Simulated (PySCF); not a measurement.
# Substituent effects on core binding energies

Parent: `C[Si@@H](O)S`, numbered `[CH3:1][Si@@H:2]([OH:3])[SH:4]`. One hydrogen on Si2 is replaced. Method used: delta-SCF UKS SCAN, pcX-2 on the ionised atom, pcseg-1 elsewhere, spin-free X2C (PySCF). Each binding energy is the total energy of the core-ionised species, with the hole localised on one atom, minus that of the ground state; both are solved self-consistently, so orbital relaxation is included. Geometries: GFN2-xTB; isolated species, one conformer each.

The parent's lines: C1 C 1s 290.32 eV; O3 O 1s 538.86 eV; Si2 Si 1s 1847.51 eV; Si2 Si 2p3/2 107.53 eV; S4 S 1s 2476.88 eV.

Spin–orbit and ligand-field terms were added within each 2p shell after the spin-free SCF. 2p1/2 minus 2p3/2 (ligand field included): Si 0.63 eV.

Problem. Order the derivatives by the Si 2p3/2 binding energy of the substituted atom, lowest first.
A. CH3: `C[Si](C)(O)S`
B. OH: `C[Si](O)(O)S`
C. CHO: `C[Si@@](O)(S)C=O`

Solution. A (107.25 eV), C (107.65 eV), B (107.87 eV).

Problem. How do the binding energies of the substituted atom and of the parent's carbons near it change?

Solution. Changes against the parent, in eV:

```json
{"substituent": "CH3", "molecule": "C[Si](C)(O)S", "Si 2p3/2 of the substituted atom": "107.25", "its change": "-0.28", "C one bond away": "-0.22"}
{"substituent": "CHO", "molecule": "C[Si@@](O)(S)C=O", "Si 2p3/2 of the substituted atom": "107.65", "its change": "+0.12", "C one bond away": "+0.11"}
{"substituent": "OH", "molecule": "C[Si](O)(O)S", "Si 2p3/2 of the substituted atom": "107.87", "its change": "+0.34", "C one bond away": "-0.04"}
```

At the substituted atom the change runs from -0.28 eV (CH3) to +0.34 eV (OH). The mean size of the change is 0.25 eV at the site, 0.12 eV one bond away.

Problem. List all computed levels of each derivative.

Solution. 
- `C[Si](C)(O)S`: C 1s: 290.10 eV; O 1s: 538.63 eV; Si 1s: 1847.27 eV; Si 2p3/2: 107.25 eV; S 1s: 2476.56 eV
- `C[Si@@](O)(S)C=O`: C 1s: 290.43 (area 1), 292.89 (area 1) eV; O 1s: 538.15 (area 1), 539.14 (area 1) eV; Si 1s: 1847.61 eV; Si 2p3/2: 107.65 eV; S 1s: 2477.06 eV
- `C[Si](O)(O)S`: C 1s: 290.28 eV; O 1s: 538.76 eV; Si 1s: 1848.02 eV; Si 2p3/2: 107.87 eV; S 1s: 2476.80 eV

Areas count equivalent atoms. For 2p shells one spin-free hole was relaxed; a mean-field spin–orbit operator and the ground-state splitting of the three 2p orbitals were then diagonalised within the shell. The shell's mean is (2 × 2p3/2 + 2p1/2)/3, and the degeneracies 2j + 1 give areas of 2:1. 1 of these hole states is spin-contaminated (⟨S²⟩ 0.97, against 0.75; counted from 0.85) and less certain. Lists may lack sites without a reliable hole state.
